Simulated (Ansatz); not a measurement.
Input file for Ansatz (a program for electronic structure): R-CAM-B3LYP/def2-TZVPPD on H5P (a complex). Files ending in .json are basis or fitting sets from the Basis Set Exchange.

Ansatz 0.2 input:
```yaml
crystal:
  periodic: [false, false, false]
  atoms:
    - {symbol: P, position_ang: [-0.17174498, 0.15678966, -0.14074234]}
    - {symbol: H, position_ang: [-1.49194435, -0.11720154, 0.29923090]}
    - {symbol: H, position_ang: [-0.48995360, -0.05068976, -1.50775205]}
    - {symbol: H, position_ang: [0.26103284, -1.17997218, 0.05251970]}
    - {symbol: H, position_ang: [0.08293331, -0.26801023, 3.51266804]}
    - {symbol: H, position_ang: [0.30819009, 0.22197902, 2.99954857]}
basis:
  gaussian:
    orbitals: def2-TZVPPD.json
hamiltonian:
  xc: {name: CAM-B3LYP}
scf: {lower_state_search: off}
```

Output:

```
WARN ansatz: RAYON_NUM_THREADS=2 ignored (pool sized by the plan → 2); use --threads N
Functional definition: CAM-B3LYP
these checks for a lower state are left out or cut short: stability, starts, cluster_reference, orbital_swaps, neighbouring_geometries, increment
integrals: 0.04 GiB planned
620 factors; their error is unknown
integrals: 0.07 GiB planned
200 factors; integrals over basis functions are off by at most 3.8e-5 eV
mean field: 0.40 GiB planned
mean field evaluation 1: about -9369.3950 eV, gradient 9.1e0 eV
mean field evaluation 2: about -9369.6125 eV, gradient 5.4e0 eV
mean field evaluation 4: about -9369.6696 eV, gradient 1.9e-1 eV
mean field evaluation 8: about -9369.6736 eV, gradient 3.6e-2 eV
mean field -9369.67360366 eV, -344.3291539417 hartree, gradient 9.6e-6 eV, S^2 0.000000; 0 other end points of the search recorded, 0 dependent functions left out
reference -9369.67372124 eV, -344.3291582628 hartree; 10, 10 occupied and 123, 123 virtual orbitals, 620 factors
Total energy: -9369.67372124 eV, -344.3291582628 hartree
Checks for a lower state left out: stability, starts, cluster_reference, orbital_swaps, neighbouring_geometries, increment
```

Self-consistency was reached.

Cost: very roughly 0.9 core-seconds.
